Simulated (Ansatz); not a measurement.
Consider the formal loss of a carbene: `CBN([SiH3])[SiH3]` → `BN([SiH3])[SiH3]` + `[CH2]` (triplet).

Computed with Ansatz on PBE0-D4/def2-TZVP structures; ΔE is electronic, products minus reactants. CCSD(T)/CBS is the MP2 limit (def2-TZVPP, def2-QZVPP) plus CCSD(T) − MP2 in def2-TZVPP, frozen cores. This one scheme is used for every species. DFT in def2-TZVPP. HSE06 is defined as in plane-wave codes. Triplets are unrestricted, without spin–orbit coupling. Each species was taken in one conformer, which may not be the lowest.

```tsv
level	ΔE (eV)
B97M-V	5.03
r2SCANh-D4	4.74
HSE06-D4	4.96
PBE	4.98
CAM-B3LYP	4.85
HF/def2-SVP	3.42
HF/def2-TZVPP	3.35
HF/def2-QZVPP	3.35
```

(1) What does CCSD(T)/CBS give? (An estimate is asked.)

Largest T1 diagnostic among the species: 0.013.

## Answers

(1) Ansatz gave: +4.95 eV. The listed levels differ from it by 0.08, -0.21, 0.01, 0.03, -0.10, -1.53, -1.60, -1.60 eV.

At CCSD(T), def2-SVP lies −0.23 eV from the extrapolated value and def2-TZVPP −0.12 eV. Leaving LDA and LC-ωPBE aside and taking each functional with its dispersion term where it has one, the values, not all of them listed here, spread over 0.34 eV, from r2SCAN0-D4 to PBE-D4. LDA lies +0.81 eV from PBE without D4. From r2SCAN to r2SCAN0 (25 % exact exchange), in def2-TZVPP and without D4, ΔE moves by −0.05 eV.
